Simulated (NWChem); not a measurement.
System: SF, doublet; SMILES F[S]

NWChem input:

```
start job
memory heap 200 mb stack 900 mb global 1100 mb
geometry units angstroms noautosym nocenter noautoz
  S      0.000000     0.000000    -0.587820
  F      0.000000     0.000000     1.043238
end
basis spherical
  S library def2-svp
  F library def2-svp
end
dft
  odft
  mult 2
  xc m06-2x
  iterations 150
end
cosmo
  dielec 78.4
end
task dft energy
```

The state is orbitally degenerate and is run as one real component. Coordinates come from a PBE-D3(BJ)/def2-SVP, spin-unrestricted optimisation. No stability test was run on the SCF state.

Level: M06-2X/def2-SVP with COSMO at NWChem's default radii, gas-phase geometry; the question gives the dielectric constant. Reactions with the solvent are ignored.

What results follow from this input? (M06-2X/def2-SVP, spin-unrestricted, COSMO on the gas-phase geometry.) Quantities: electrostatic solvation energy (kcal/mol); dipole in solution (D).


| Property | Value |
|---|---|
| electrostatic solvation energy (kcal/mol) | -1.9 |
| dipole in solution (D) | 1.52 |
